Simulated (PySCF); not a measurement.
## Spinor energies of O⁺ (oxygen, charge +1)

Start: [He] 2s2 2p3; 2p3/2 filled at m_j = -1/2, +1/2, +3/2. Calculated with PySCF 2.14 in x2c-TZVPall-2c (5s3p2d1f, 31 functions): generalised Hartree-Fock with the X2C-1e Hamiltonian and a Gaussian nucleus; one run each with spin-orbit coupling (SO) switched off, then screened by Boettger's factors. This is a chosen level, not necessarily the ground level.

```json
{"spinor shell": "1s1/2", "electrons": "2", "ε, spin-free (eV)": "-581.16", "ε, screened SO (eV)": "-581.15", "weight of nominal j (screened SO)": "1.000", "rms radius, screened SO (bohr)": "0.230"}
{"spinor shell": "2s1/2", "electrons": "2", "ε, spin-free (eV)": "-49.070", "ε, screened SO (eV)": "-49.070", "weight of nominal j (screened SO)": "1.000", "rms radius, screened SO (bohr)": "1.20"}
{"spinor shell": "2p3/2", "electrons": "3", "ε, spin-free (eV)": "-36.203", "ε, screened SO (eV)": "-36.203", "weight of nominal j (screened SO)": "0.665", "rms radius, screened SO (bohr)": "1.21"}
```

| quantity | spin-free | screened SO |
| --- | --- | --- |
| E (hartree) | -74.42662 | -74.42662 |
| M_J | 3/2 | 3/2 |
| ⟨J²⟩ | 3.755 | 3.755 |
| ⟨L²⟩ | 0.000 | 0.000 |
| ⟨S²⟩ | 3.755 | 3.755 |

Each row is a mean over spinors that exchange with the open shell spreads, by up to 14.692 eV (2s1/2).

Rows whose weight is well below 1 are mixtures of j = l ± 1/2: exchange outweighs spin-orbit coupling there, and the label is only the starting occupation.

Without spin-orbit coupling the j labels of p, d and f shells carry no meaning; the spin-free column gives the mean over the occupied spinors of each nl shell.
